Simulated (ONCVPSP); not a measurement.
LDA (Perdew-Wang 92) ONCV dataset for Tc, scalar-relativistic all-electron reference.

The input file (ONCVPSP 4.0.1):

```
# ATOM AND REFERENCE CONFIGURATION
# atsym  z   nc   nv     iexc    psfile
  Tc 43.00    6    4  -001012      upf
#
#   n    l    f
    1    0    2.00
    2    0    2.00
    2    1    6.00
    3    0    2.00
    3    1    6.00
    3    2   10.00
    4    0    2.00
    4    1    6.00
    4    2    5.00
    5    0    1.50
#
# PSEUDOPOTENTIAL AND OPTIMIZATION
# lmax
    3
#
#   l,   rc,      ep,       ncon, nbas, qcut
    0    1.45    0.00    3    6    7.80
    1    1.70    0.00    4    7    7.30
    2    2.35    0.00    4    9    6.90
    3    2.00    0.09    4    8    5.00
#
# LOCAL POTENTIAL
# lloc, lpopt,  rc(5),   dvloc0
    4    5    1.00    3.00
#
# VANDERBILT-KLEINMAN-BYLANDER PROJECTORs
# l, nproj, debl
    0    2    2.30
    1    2    2.30
    2    2    2.80
    3    1    3.20
#
# MODEL CORE CHARGE
# icmod, fcfact, rcfact
    3    5.25    1.70
#
# LOG DERIVATIVE ANALYSIS
# epsh1, epsh2, depsh
   -4.00    5.00    0.02
#
# OUTPUT GRID
# rlmax, drl
    6.00    0.01
#
# TEST CONFIGURATIONS
# ncnf
    4
# nvcnf
#   n    l    f
    4
    4    0    2.00
    4    1    6.00
    4    2    5.00
    5    0    2.00
#
    4
    4    0    2.00
    4    1    6.00
    4    2    5.00
    5    0    1.00
#
    4
    4    0    2.00
    4    1    6.00
    4    2    5.00
    5    0    0.00
#
    4
    4    0    2.00
    4    1    6.00
    4    2    4.00
    5    0    2.00
#
```

Command:

```bash
oncvpsp.x < Tc.dat > Tc.out
```

The program printed (shortened: citation, most of the input echo, consistency checks and plot data are left out):

```
ONCVPSP  (Optimized Norm-Conservinng Vanderbilt PSeudopotential)
scalar-relativistic version 4.0.1

#   n    l    f        energy (Ha)
    1    0    2.00    -7.6600646E+02
    2    0    2.00    -1.0942894E+02
    2    1    6.00    -9.8023436E+01
    3    0    2.00    -1.9150477E+01
    3    1    6.00    -1.5406699E+01
    3    2   10.00    -9.3279207E+00
    4    0    2.00    -2.8318374E+00
    4    1    6.00    -1.8034036E+00
    4    2    5.00    -3.8300791E-01
    5    0    1.50    -3.0845962E-01

Reference configufation results
  iterations    22
  all-electron total energy (Ha)   -4.28113354D+03

Begin loop to  construct optimized pseudo wave functions
and semi-local pseudopoentials for all angular momenta

Calculating optimized projector #   1

 for l=   0

    Fraction of norm inside rc  0.864644
    Optimizing pswf for qcut=   7.80 a_B^-1,  ecut=  30.45 Ha
    Residual kinetic energy error=  1.43D-05 Ha

    Energy error per electron        Cutoff
         Ha          eV             Ha
         0.01000     0.27211       18.41
         0.00100     0.02721       23.13
         0.00010     0.00272       26.90
         0.00001     0.00027       41.65

Calculating optimized projector #   2

 for l=   0

    Fraction of norm inside rc  0.045499
    Optimizing pswf for qcut=   7.80 a_B^-1,  ecut=  30.45 Ha
    Residual kinetic energy error=  5.50D-06 Ha

    Energy error per electron        Cutoff
         Ha          eV             Ha
         0.01000     0.27211       14.40
         0.00100     0.02721       21.03
         0.00010     0.00272       25.58
         0.00001     0.00027       29.89

   Wellstate for l =  1  n =  6
     eigenvalue =   0.4966
     asymptotic potential =   0.9966
     half-point radius =  5.7488

Calculating optimized projector #   1

 for l=   1

    Fraction of norm inside rc  0.890908
    Optimizing pswf for qcut=   7.30 a_B^-1,  ecut=  26.66 Ha
    Residual kinetic energy error=  2.84D-06 Ha

    Energy error per electron        Cutoff
         Ha          eV             Ha
         0.01000     0.27211       10.34
         0.00100     0.02721       12.98
         0.00010     0.00272       15.90
         0.00001     0.00027       23.70

Calculating optimized projector #   2

 for l=   1

    Fraction of norm inside rc  0.046675
    Optimizing pswf for qcut=   7.30 a_B^-1,  ecut=  26.66 Ha
    Residual kinetic energy error=  7.07D-06 Ha

    Energy error per electron        Cutoff
         Ha          eV             Ha
         0.01000     0.27211        8.43
         0.00100     0.02721       11.35
         0.00010     0.00272       14.99
         0.00001     0.00027       25.81

   Wellstate for l =  2  n =  7
     eigenvalue =   2.4170
     asymptotic potential =   2.9170
     half-point radius =  4.6695

Calculating optimized projector #   1

 for l=   2

    Fraction of norm inside rc  0.827003
    Optimizing pswf for qcut=   6.90 a_B^-1,  ecut=  23.81 Ha
    Residual kinetic energy error=  2.16D-07 Ha

    Energy error per electron        Cutoff
         Ha          eV             Ha
         0.01000     0.27211       12.84
         0.00100     0.02721       16.10
         0.00010     0.00272       18.72
         0.00001     0.00027       20.91

Calculating optimized projector #   2

 for l=   2

    Fraction of norm inside rc  0.167285
    Optimizing pswf for qcut=   6.90 a_B^-1,  ecut=  23.81 Ha
    Residual kinetic energy error=  5.03D-06 Ha

    Energy error per electron        Cutoff
         Ha          eV             Ha
         0.01000     0.27211       14.42
         0.00100     0.02721       18.05
         0.00010     0.00272       20.80
         0.00001     0.00027       23.41

   Wellstate for l =  3  n =  4
     eigenvalue =   0.0900
     asymptotic potential =   0.5900
     half-point radius = 16.1056

Calculating optimized projector #   1

 for l=   3

    Fraction of norm inside rc  0.001902
    Optimizing pswf for qcut=   5.00 a_B^-1,  ecut=  12.52 Ha
    Residual kinetic energy error=  1.85D-05 Ha

    Energy error per electron        Cutoff
         Ha          eV             Ha
         0.01000     0.27211        0.75
         0.00100     0.02721        3.55
         0.00010     0.00272        9.06
         0.00001     0.00027       14.56

Construct Vanderbilt / Kleinmman-Bylander projectors

B matrix Hermiticity error, ll=   0
   1   2    2.7561E-04

  Orthonormal projector coefficients  1.3986E+01  1.7784E+00

B matrix Hermiticity error, ll=   1
   1   2   -1.9693E-04

  Orthonormal projector coefficients  7.4239E+00  1.1867E+00

B matrix Hermiticity error, ll=   2
   1   2    1.6215E-04

  Orthonormal projector coefficients  4.2829E+00 -8.5148E-01

Model core correction analysis
  based on d2Exc/dn_idn_j

d2excae - all-electron derivatives

   -3.147117D-02   -2.854933D-02   -1.735568D-02   -2.500966D-03
   -2.854947D-02   -2.711343D-02   -1.853363D-02   -3.280495D-03
   -1.735588D-02   -1.853372D-02   -1.869661D-02   -1.026752D-02
   -2.500963D-03   -3.280349D-03   -1.026493D-02   -2.677281D-02

d2excps - pseudofunction derivatives with no core correction

   -3.988893D-02   -3.518014D-02   -1.900391D-02   -3.327081D-03
   -3.518063D-02   -3.215467D-02   -1.996836D-02   -3.946463D-03
   -1.900428D-02   -1.996851D-02   -2.022160D-02   -1.040111D-02
   -3.327185D-03   -3.946365D-03   -1.039852D-02   -2.684975D-02

rms 2nd derivative error    3.521214E-03

rmatch, rhocmatch    0.7224   13.5687

Teter function model core charge with specified parameters

d2excps - pseudofunction derivatives with core correction

   -2.519382D-02   -2.321710D-02   -1.458463D-02   -2.191987D-03
   -2.321712D-02   -2.227774D-02   -1.610684D-02   -3.054807D-03
   -1.458460D-02   -1.610676D-02   -1.825826D-02   -1.013994D-02
   -2.191950D-03   -3.054642D-03   -1.013735D-02   -2.674302D-02

rms 2nd derivative error    3.034306E-03

Pseudoatom total energy  -81.161469

Diagnostic tests using Vanderbilt-Kleinman-Bylander pseudopotentials
  1 or more projectors used as specified by nproj input data

   l    rcore       rmatch      e in        delta e   norm test  slope test

   0   1.4545871   1.4987515  -2.8318374   0.0000138   1.0001638   1.0001761
   0   1.4545871   1.4987515  -0.3084596   0.0000065   1.0000611   1.0000555

   1   1.7095634   1.7614694  -1.8034036  -0.0000020   1.0001280   1.0001351
   1   1.7095634   1.7614694   0.4965964   0.0000238   1.0002679   1.0002679

   2   2.3614359   2.4331342  -0.3830079  -0.0000011   1.0000453   1.0000510
   2   2.3614359   2.4331342   2.4169921   0.0000186   1.0000865   1.0000865

   3   2.0092347   2.0702395   0.0900000   0.0000102   1.0000025   1.0000025

 Testing for bound ghosts
   n   l    E NL Schr. Eq   E Basis Diag.   E Cutoff

   1   0       -2.831824       -2.831804     60.35
   2   0       -0.308453       -0.188855     60.35

   2   1       -1.803406       -1.803394     76.54

   3   2       -0.383009       -0.382863     79.59

 Testing for highly-localized positive-energy ghosts
       l    <radius>/rc     E Basis Diag.   E Cutoff

       0        0.557058        7.006011     60.35  WARNING - GHOST(+)

Test configuration 0

   n   l     f        eae           eps        diff
   1   0  2.0000 -766.00645627
   2   0  2.0000 -109.42894158
   2   1  6.0000  -98.02343602
   3   0  2.0000  -19.15047707
   3   1  6.0000  -15.40669897
   3   2 10.0000   -9.32792074
   4   0  2.0000   -2.83183738   -2.83182354    1.38D-05
   4   1  6.0000   -1.80340364   -1.80340564   -2.00D-06
   4   2  5.0000   -0.38300791   -0.38300897   -1.07D-06
   5   0  1.5000   -0.30845962   -0.30845310    6.51D-06

    Total energies and differences
      AE_ref= -4.28113354D+03  AE_tst= -4.28113354D+03  dif=  0.00D+00
      PS_ref= -8.11614692D+01  PS_tst= -8.11614692D+01  dif=  0.00D+00
      PSP excitation error=  0.00D+00

Test configuration 1

   n   l     f        eae           eps        diff
   1   0  2.0000 -765.87129958
   2   0  2.0000 -109.29515555
   2   1  6.0000  -97.88955784
   3   0  2.0000  -19.01634009
   3   1  6.0000  -15.27256790
   3   2 10.0000   -9.19389937
   4   0  2.0000   -2.69707619   -2.69675560    3.21D-04
   4   1  6.0000   -1.66844660   -1.66825750    1.89D-04
   4   2  5.0000   -0.25032538   -0.25028458    4.08D-05
   5   0  2.0000   -0.19327018   -0.19326565    4.53D-06

    Total energies and differences
      AE_ref= -4.28113354D+03  AE_tst= -4.28125862D+03  dif= -1.25D-01
      PS_ref= -8.11614692D+01  PS_tst= -8.12865663D+01  dif= -1.25D-01
      PSP excitation error=  1.78D-05

Test configuration 2

   n   l     f        eae           eps        diff
   1   0  2.0000 -766.15338709
   2   0  2.0000 -109.57417586
   2   1  6.0000  -98.16878486
   3   0  2.0000  -19.29603632
   3   1  6.0000  -15.55224968
   3   2 10.0000   -9.47334542
   4   0  2.0000   -2.97773637   -2.97812074   -3.84D-04
   4   1  6.0000   -1.94938962   -1.94965216   -2.63D-04
   4   2  5.0000   -0.52575309   -0.52581103   -5.79D-05
   5   0  1.0000   -0.43066209   -0.43066795   -5.87D-06

    Total energies and differences
      AE_ref= -4.28113354D+03  AE_tst= -4.28094904D+03  dif=  1.84D-01
      PS_ref= -8.11614692D+01  PS_tst= -8.09769438D+01  dif=  1.85D-01
      PSP excitation error= -2.79D-05

Test configuration 3

   n   l     f        eae           eps        diff
   1   0  2.0000 -766.47719497
   2   0  2.0000 -109.89356103
   2   1  6.0000  -98.48846917
   3   0  2.0000  -19.61597348
   3   1  6.0000  -15.87216129
   3   2 10.0000   -9.79295519
   4   0  2.0000   -3.29737367   -3.29886891   -1.50D-03
   4   1  6.0000   -2.26878829   -2.26981865   -1.03D-03
   4   2  5.0000   -0.83557524   -0.83581970   -2.44D-04

    Total energies and differences
      AE_ref= -4.28113354D+03  AE_tst= -4.28039064D+03  dif=  7.43D-01
      PS_ref= -8.11614692D+01  PS_tst= -8.04184145D+01  dif=  7.43D-01
      PSP excitation error= -1.54D-04

Test configuration 4

   n   l     f        eae           eps        diff
   1   0  2.0000 -766.30354354
   2   0  2.0000 -109.73487516
   2   1  6.0000  -98.32872630
   3   0  2.0000  -19.45199724
   3   1  6.0000  -15.70821894
   3   2 10.0000   -9.63034336
   4   0  2.0000   -3.11719395   -3.11467537    2.52D-03
   4   1  6.0000   -2.08174679   -2.08018121    1.57D-03
   4   2  4.0000   -0.62940589   -0.62828576    1.12D-03
   5   0  2.0000   -0.47486882   -0.47486068    8.14D-06

    Total energies and differences
      AE_ref= -4.28113354D+03  AE_tst= -4.28082491D+03  dif=  3.09D-01
      PS_ref= -8.11614692D+01  PS_tst= -8.08533294D+01  dif=  3.08D-01
      PSP excitation error=  4.91D-04
```

The run took about 4.9 s on one core of a shared server CPU.
